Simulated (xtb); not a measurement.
xtb input (GFN2-xTB):

```bash
xtb mol.xyz --gfn 2 --sp --chrg 0 --uhf 0
```
mol.xyz:
```
9

C     -2.96875730    -0.09314920    -0.17247785
O     -1.77408394    -0.18986198    -0.95229490
Ge    -0.20167121    -0.03311555    -0.18123455
Br     0.05915163    -1.67361398     1.42438106
Br     1.34452838    -0.26269055    -1.85120164
Br    -0.02309818     2.03204981     0.83879923
H     -3.05002175     0.88421384     0.30926314
H     -3.80071793    -0.22079128    -0.86336339
H     -3.01092996    -0.87701879     0.58757923
```

Output:

```
           -------------------------------------------------
          |                Calculation Setup                |
           -------------------------------------------------

           -------------------------------------------------
          |                 G F N 2 - x T B                 |
           -------------------------------------------------

        Reference                      10.1021/acs.jctc.8b01176
      * Hamiltonian:
        H0-scaling (s, p, d)           1.850000    2.230000    2.230000
        zeta-weighting                 0.500000
      * Dispersion:
        s8                             2.700000
        a1                             0.520000
        a2                             5.000000
        s9                             5.000000
      * Repulsion:
        kExp                           1.500000    1.000000
        rExp                           1.000000
      * Coulomb:
        alpha                          2.000000
        third order                    shell-resolved
        anisotropic                    true
        a3                             3.000000
        a5                             4.000000
        cn-shift                       1.200000
        cn-exp                         4.000000
        max-rad                        5.000000

          ...................................................
          :                      SETUP                      :
          :.................................................:
          :  # basis functions                  51          :
          :  # atomic orbitals                  47          :
          :  # shells                           19          :
          :  # electrons                        38          :
          :  max. iterations                   250          :
          :  Hamiltonian                  GFN2-xTB          :
          :  restarted?                      false          :
          :  GBSA solvation                  false          :
          :  PC potential                    false          :
          :  electronic temp.          300.0000000     K    :
          :  accuracy                    1.0000000          :
          :  -> integral cutoff          0.2500000E+02      :
          :  -> integral neglect         0.1000000E-07      :
          :  -> SCF convergence          0.1000000E-05 Eh   :
          :  -> wf. convergence          0.1000000E-03 e    :
          :  Broyden damping             0.4000000          :
          :  net charge                          0          :
          :  unpaired electrons                  0          :
          ...................................................

 iter      E             dE          RMSdq      gap      omega  full diag
   1    -21.5503834 -0.215504E+02  0.119E+01    4.00       0.0  T
   2    -20.4466576  0.110373E+01  0.102E+01    6.06       1.0  T
   3    -21.6843261 -0.123767E+01  0.798E+00    3.84       1.0  T
   4    -22.1359969 -0.451671E+00  0.178E+00    4.01       1.0  T
   5    -22.1484858 -0.124889E-01  0.100E+00    4.04       1.0  T
   6    -22.1391476  0.933821E-02  0.110E+00    3.95       1.0  T
   7    -22.1480251 -0.887749E-02  0.435E-01    3.99       1.0  T
   8    -22.1489700 -0.944842E-03  0.153E-01    4.00       1.0  T
   9    -22.1490208 -0.508460E-04  0.459E-02    4.00       1.0  T
  10    -22.1490217 -0.865950E-06  0.168E-02    4.00       2.0  T
  11    -22.1490219 -0.215850E-06  0.832E-03    4.00       4.0  T
  12    -22.1490219 -0.617261E-07  0.349E-03    4.00       9.5  T
  13    -22.1490220 -0.157655E-07  0.237E-03    4.00      14.1  T
  14    -22.1490220 -0.135276E-07  0.133E-03    4.00      25.1  T
  15    -22.1490220 -0.230249E-08  0.605E-04    4.00      55.1  T
  16    -22.1490220 -0.723684E-09  0.263E-04    4.00     127.0  T

   *** convergence criteria satisfied after 16 iterations ***

         #    Occupation            Energy/Eh            Energy/eV
      -------------------------------------------------------------
         1        2.0000           -0.8752954             -23.8180
       ...           ...                  ...                  ...
        13        2.0000           -0.4774437             -12.9919
        14        2.0000           -0.4705864             -12.8053
        15        2.0000           -0.4705461             -12.8042
        16        2.0000           -0.4661266             -12.6840
        17        2.0000           -0.4634356             -12.6107
        18        2.0000           -0.4622779             -12.5792
        19        2.0000           -0.4597938             -12.5116 (HOMO)
        20                         -0.3127120              -8.5093 (LUMO)
        21                         -0.1634212              -4.4469
        22                         -0.1587150              -4.3189
        23                         -0.1466765              -3.9913
        24                         -0.0233507              -0.6354
       ...                                ...                  ...
        47                          1.9132156              52.0612
      -------------------------------------------------------------
                  HL-Gap            0.1470818 Eh            4.0023 eV
             Fermi-level           -0.3862529 Eh          -10.5105 eV

 SCC (total)                   0 d,  0 h,  0 min,  0.014 sec
 SCC setup                      ...        0 min,  0.000 sec (  0.432%)
 Dispersion                     ...        0 min,  0.000 sec (  0.183%)
 classical contributions        ...        0 min,  0.000 sec (  0.069%)
 integral evaluation            ...        0 min,  0.002 sec ( 11.405%)
 iterations                     ...        0 min,  0.010 sec ( 68.254%)
 molecular gradient             ...        0 min,  0.003 sec ( 19.188%)
 printout                       ...        0 min,  0.000 sec (  0.420%)

         :::::::::::::::::::::::::::::::::::::::::::::::::::::
         ::                     SUMMARY                     ::
         :::::::::::::::::::::::::::::::::::::::::::::::::::::
         :: total energy             -22.078418256158 Eh    ::
         :: gradient norm              0.013465258318 Eh/a0 ::
         :: HOMO-LUMO gap              4.002300570243 eV    ::
         ::.................................................::
         :: SCC energy               -22.149001447553 Eh    ::
         :: -> isotropic ES            0.010774173405 Eh    ::
         :: -> anisotropic ES          0.001327222384 Eh    ::
         :: -> anisotropic XC         -0.016232209001 Eh    ::
         :: -> dispersion             -0.009959827037 Eh    ::
         :: repulsion energy           0.070583191395 Eh    ::
         :: add. restraining           0.000000000000 Eh    ::
         :: total charge               0.000000000000 e     ::
         :::::::::::::::::::::::::::::::::::::::::::::::::::::

           -------------------------------------------------
          |                Property Printout                |
           -------------------------------------------------

    * Orbital Energies and Occupations

         #    Occupation            Energy/Eh            Energy/eV
      -------------------------------------------------------------
         1        2.0000           -0.8752954             -23.8180
       ...           ...                  ...                  ...
         7        2.0000           -0.5801736             -15.7873
         8        2.0000           -0.5777113             -15.7203
         9        2.0000           -0.5722751             -15.5724
        10        2.0000           -0.5097055             -13.8698
        11        2.0000           -0.5059270             -13.7670
        12        2.0000           -0.4931453             -13.4192
        13        2.0000           -0.4774437             -12.9919
        14        2.0000           -0.4705864             -12.8053
        15        2.0000           -0.4705461             -12.8042
        16        2.0000           -0.4661266             -12.6840
        17        2.0000           -0.4634356             -12.6107
        18        2.0000           -0.4622779             -12.5792
        19        2.0000           -0.4597938             -12.5116 (HOMO)
        20                         -0.3127120              -8.5093 (LUMO)
        21                         -0.1634212              -4.4469
        22                         -0.1587150              -4.3189
        23                         -0.1466765              -3.9913
        24                         -0.0233507              -0.6354
        25                         -0.0205710              -0.5598
        26                         -0.0188906              -0.5140
        27                         -0.0174000              -0.4735
        28                         -0.0116003              -0.3157
        29                         -0.0042600              -0.1159
        30                         -0.0035946              -0.0978
       ...                                ...                  ...
        47                          1.9132156              52.0612
      -------------------------------------------------------------
                  HL-Gap            0.1470818 Eh            4.0023 eV
             Fermi-level           -0.3862529 Eh          -10.5105 eV

     #   Z          covCN         q      C6AA      α(0)
     1   6 C        3.700     0.055    19.801     6.364
     2   8 O        1.628    -0.357    20.045     6.043
     3  32 Ge       3.380     0.421   171.355    23.924
     4  35 Br       0.851    -0.105   187.705    22.089
     5  35 Br       0.850    -0.077   186.915    22.043
     6  35 Br       0.851    -0.105   187.705    22.089
     7   1 H        0.924     0.049     2.334     2.389
     8   1 H        0.925     0.069     2.099     2.266
     9   1 H        0.924     0.049     2.334     2.389

 Mol. C6AA /au·bohr⁶  :       4540.080060
 Mol. C8AA /au·bohr⁸  :     260620.175124
 Mol. α(0) /au        :        109.597559

Wiberg/Mayer (AO) data.
largest (>0.10) Wiberg bond orders for each atom

 ---------------------------------------------------------------------------
     #   Z sym  total        # sym  WBO       # sym  WBO       # sym  WBO
 ---------------------------------------------------------------------------
     1   6 C    3.932 --     7 H    0.980     9 H    0.980     8 H    0.973
                             2 O    0.960
     2   8 O    2.271 --     3 Ge   1.032     1 C    0.960
     3  32 Ge   4.094 --     5 Br   1.039     2 O    1.032     4 Br   0.994
                             6 Br   0.994
     4  35 Br   1.327 --     3 Ge   0.994     6 Br   0.117     5 Br   0.116
     5  35 Br   1.357 --     3 Ge   1.039     6 Br   0.116     4 Br   0.116
     6  35 Br   1.327 --     3 Ge   0.994     4 Br   0.117     5 Br   0.116
     7   1 H    0.998 --     1 C    0.980
     8   1 H    0.995 --     1 C    0.973
     9   1 H    0.998 --     1 C    0.980
 ---------------------------------------------------------------------------

Topologies differ in total number of bonds
Writing topology from bond orders to xtbtopo.mol

molecular dipole:
                 x           y           z       tot (Debye)
 q only:       -0.531       0.031       0.270
   full:       -1.481      -0.056      -0.149       3.785
molecular quadrupole (traceless):
                xx          xy          yy          xz          yz          zz
 q only:        6.639      -0.025      -2.999      -1.510      -0.138      -3.640
  q+dip:       11.075       1.027      -5.264       4.203       0.011      -5.811
   full:       11.919       0.931      -5.726       3.411       0.005      -6.193

           -------------------------------------------------
          | TOTAL ENERGY              -22.078418256158 Eh   |
Note: The following floating-point exceptions are signalling: IEEE_DENORMAL
normal termination of xtb
          | GRADIENT NORM               0.013465258318 Eh/α |
          | HOMO-LUMO GAP               4.002300570243 eV   |
           -------------------------------------------------

------------------------------------------------------------------------
------------------------------------------------------------------------
 total:
 SCF:
```
